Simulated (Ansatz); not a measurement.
CH₇BFNSi, SMILES `B[Si](C)(N)F`, relaxed with RKS PBE0-D4/def2-TZVP in Ansatz from a PBE-D4/def2-SVP geometry. The force threshold is 0.005 eV/Å; the program also tests the step.

Total charge 0; spin multiplicity 1.

Start:

```xyz
12

B    -1.891   -0.442    0.407
Si   -0.128    0.401   -0.052
C     0.975   -0.422   -1.329
N     0.737    0.437    1.450
F    -0.468    1.918   -0.642
H    -2.552    0.025    1.319
H    -2.347   -1.425   -0.148
H     1.204   -1.469   -1.046
H     0.478   -0.433   -2.319
H     1.934    0.126   -1.443
H     0.300    0.799    2.299
H     1.758    0.484    1.504
```

| step | energy (eV) | largest force (eV/Å) | largest move (Å) |
| --- | --- | --- | --- |
| 1 | -13906.8126 | 0.928 | 0.000 |
| 2 | -13906.8734 | 0.577 | 0.026 |
| 3 | -13906.8873 | 0.150 | 0.028 |
| 4 | -13906.8877 | 0.137 | 0.092 |
| 5 | -13906.8901 | 0.036 | 0.058 |
| 6 | -13906.8902 | 0.017 | 0.004 |
| 7 | -13906.8904 | 0.010 | 0.018 |
| 8 | -13906.8904 | 0.016 | 0.009 |
| 9 | -13906.8904 | 0.014 | 0.003 |
| 10 | -13906.8905 | 0.003 | 0.002 |

End:

```xyz
12

B    -1.887   -0.438    0.401
Si   -0.119    0.407   -0.043
C     0.963   -0.416   -1.310
N     0.743    0.454    1.430
F    -0.459    1.875   -0.633
H    -2.549    0.008    1.294
H    -2.322   -1.405   -0.155
H     1.172   -1.452   -1.034
H     0.476   -0.417   -2.289
H     1.915    0.110   -1.416
H     0.318    0.775    2.284
H     1.748    0.501    1.472
```

Hardware: 4 threads of an Arm Neoverse V1 on a shared host. Wall time 36 s, peak host memory 0.49 GiB.
